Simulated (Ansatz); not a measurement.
```yaml
crystal:
  periodic: [false, false, false]
  atoms:
    - {symbol: h, position_ang: [2.050341, -0.900741, -1.327514]}
    - {symbol: C, position_ang: [1.325903, -0.169645, -0.697306]}
    - {symbol: Si, position_ang: [0.171830, 0.873214, 0.257593]}
    - {symbol: Ga, position_ang: [-1.874865, -0.305075, 0.772353]}
    - {symbol: H, position_ang: [2.695793, -1.540735, -1.884245]}
    - {symbol: H, position_ang: [-0.113762, 2.101287, -0.535170]}
    - {symbol: H, position_ang: [0.854863, 1.299892, 1.510774]}
    - {symbol: H, position_ang: [-2.092346, -1.801676, 0.350264]}
    - {symbol: H, position_ang: [-3.017768, 0.443479, 1.553260]}
basis:
  gaussian: {orbitals: def2-mTZVP}
hamiltonian: {xc: {name: SPW92}}
```

```sh
$ ansatz run in.yaml --threads 2 --pin off --events-out ev --progress --plain --max-ram 4352MiB
```

It prints (some lines left out):

```
Error: YAML parse error: error: line 4 column 16: `h` is not an element symbol (H … Og, case-exact)
 --> <input>:4:16
2 |   periodic: [false, false, false]
3 |   atoms:
4 |     - {symbol: h, position_ang: [2.050341, -0.900741, -1.327514]}
5 |     - {symbol: C, position_ang: [1.325903, -0.169645, -0.697306]}
6 |     - {symbol: Si, position_ang: [0.171830, 0.873214, 0.257593]}
```

Task: Something in this input is off. What?

Result: An element symbol is wrong. The program refused the input.
